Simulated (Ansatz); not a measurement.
Abridged output of a molecular run in Ansatz:

```
Functional definition: HF
1473 factors; integrals over basis functions are off by at most 1.2e-3 eV
mean field evaluation 1: about -23714.0632 eV, gradient 4.5e1 eV
mean field evaluation 2: about -23714.2946 eV, gradient 4.5e1 eV
mean field evaluation 4: about -23718.5407 eV, gradient 3.8e0 eV
mean field evaluation 8: about -23718.6049 eV, gradient 3.4e-1 eV
mean field -23718.60550942 eV, -871.6426754231 hartree, gradient 8.7e-6 eV, S^2 0.000000; 0 other end points of the search recorded, 0 dependent functions left out
13 core orbitals not correlated: weight in the atoms' cores, before any rotation towards them, 1.000 or more for the frozen orbitals, at most 0.000 for the correlated occupied ones
reference -23718.60550942 eV, -871.6426754231 hartree; 15, 15 occupied and 219, 219 virtual orbitals, 1473 factors
second order -24.02263542 eV of doubles, -0.00000000 eV of singles
cycle   1  -24.50581548 eV  change   -4.8e-1 eV  update   1.1e-1
cycle   2  -25.07695485 eV  change   -5.7e-1 eV  update   3.4e-2
cycle   3  -25.23499398 eV  change   -1.6e-1 eV  update   2.1e-2
cycle   4  -25.21814274 eV  change    1.7e-2 eV  update   6.3e-3
cycle   5  -25.21477969 eV  change    3.4e-3 eV  update   3.1e-3
cycle   6  -25.21594843 eV  change   -1.2e-3 eV  update   1.0e-3
cycle   7  -25.21565500 eV  change    2.9e-4 eV  update   4.5e-4
cycle   8  -25.21549322 eV  change    1.6e-4 eV  update   1.9e-4
cycle   9  -25.21556550 eV  change   -7.2e-5 eV  update   1.1e-4
cycle  10  -25.21559083 eV  change   -2.5e-5 eV  update   5.0e-5
cycle  11  -25.21555493 eV  change    3.6e-5 eV  update   2.0e-5
perturbative correction -1.03077732 eV, -0.0378803678 hartree
Total energy: -23744.85184167 eV, -872.6072103428 hartree
```

Its atoms:

Cartesian coordinates in Å:
```
N -1.112 0.964 -1.473
Al -0.209 -0.394 -0.764
C 0.317 -0.189 1.171
O 0.573 -1.188 1.969
Cl 1.999 0.042 -0.436
H -1.799 0.836 -2.198
H -0.887 1.940 -1.382
H -0.521 -1.871 -1.234
H 0.553 0.792 1.600
H 1.086 -0.931 2.747
```

Question: Which basis set was used?
A. def2-SVPD
B. def2-TZVPPD
C. def2-SVP
D. def2-TZVPP

Answer: D. It gives 247 functions.

Question: Write the keys of the input that set method, charge and spin (a neutral closed shell needs none for the last two).

Answer: 
```yaml
correlation: {method: ccsd_t}
```
